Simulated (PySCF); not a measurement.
Computed shifts of a molecule CH₅ClO₂Si, B3LYP/pcSseg-1 run with PySCF, GIAO, gas phase, atoms alike by connectivity averaged where their shifts nearly agree, in ppm (number of nuclei): ²⁹Si: -36.0 (1). ¹³C: 55.4 (1). ¹H: 5.10 (1), 4.01 (3), 2.63 (1). References: ²⁹Si against TMS (σ = 338.7 ppm); ¹⁷O against H2O (σ = 333.8 ppm); ³⁵Cl against HCl (σ = 933.3 ppm); ¹³C against TMS (σ = 181.3 ppm); ¹H against TMS (σ = 31.68 ppm), references at their B3LYP-D3(BJ)/def2-TZVP geometries, non-relativistic (without spin–orbit terms, shifts of atoms bonded to Cl or Br come out too high). Geometry optimised at B3LYP-D3(BJ)/def2-SVP. Other conformers were not sampled.

**Question.** Identify the compound among the candidates.
A) C[Si](O)(O)Cl
B) OC[Si@@H](O)Cl
C) CO[SiH](O)Cl

**Answer.** C, CO[SiH](O)Cl
